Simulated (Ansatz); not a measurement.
cyclohexanone (C₆H₁₀O), singlet, at a GFN2-xTB geometry; Ansatz (an electronic-structure program) with SVWN5/pc-1.

The Ansatz input:
Ansatz 0.2 input:
```yaml
crystal:
  periodic: [false, false, false]
  atoms:
    - {symbol: O, position_ang: [2.25319886, 0.38747361, -0.15059007]}
    - {symbol: C, position_ang: [1.11141593, 0.21481818, 0.19248471]}
    - {symbol: C, position_ang: [0.10583456, 1.33600325, 0.31546258]}
    - {symbol: C, position_ang: [-1.14762441, 1.02516163, -0.50667753]}
    - {symbol: C, position_ang: [-1.74025140, -0.31820921, -0.09700492]}
    - {symbol: C, position_ang: [-0.71145930, -1.42655699, -0.28893100]}
    - {symbol: C, position_ang: [0.54707611, -1.14425040, 0.53574342]}
    - {symbol: H, position_ang: [-0.16716421, 1.43383899, 1.36918106]}
    - {symbol: H, position_ang: [0.56339300, 2.27052471, -0.01264100]}
    - {symbol: H, position_ang: [-1.88087258, 1.82167185, -0.36534325]}
    - {symbol: H, position_ang: [-0.88337911, 0.99815491, -1.56614608]}
    - {symbol: H, position_ang: [-2.62673309, -0.52931101, -0.69820774]}
    - {symbol: H, position_ang: [-2.04747157, -0.27979996, 0.95085283]}
    - {symbol: H, position_ang: [-1.13173332, -2.38929918, 0.00864923]}
    - {symbol: H, position_ang: [-0.44034152, -1.49219443, -1.34496861]}
    - {symbol: H, position_ang: [1.30660714, -1.90714075, 0.35839349]}
    - {symbol: H, position_ang: [0.29215540, -1.14803285, 1.59848700]}
basis:
  gaussian:
    orbitals: pc-1.json
hamiltonian:
  xc: {name: SVWN5}
```
The basis file holds pc-1 in the JSON format of the Basis Set Exchange.

What the program printed (banner, timings and long lists left out):

```
Functional definition: SVWN5
1729 factors; their error is unknown
mean field evaluation 1: about -8337.9157 eV, gradient 8.8e1 eV
mean field evaluation 2: about -8307.9324 eV, gradient 1.4e2 eV
mean field evaluation 4: about -8356.9178 eV, gradient 5.2e0 eV
mean field evaluation 8: about -8356.9788 eV, gradient 2.2e-1 eV
mean field evaluation 16: about -8356.8515 eV, gradient 4.1e-4 eV
mean field -8356.85147595 eV, -307.1086272638 hartree, gradient 5.3e-5 eV, S^2 0.000000; 0 other end points of the search recorded, 0 dependent functions left out
reference -8356.85151136 eV, -307.1086285652 hartree; 27, 27 occupied and 121, 121 virtual orbitals, 1729 factors
Total energy: -8356.85151136 eV, -307.1086285652 hartree
```
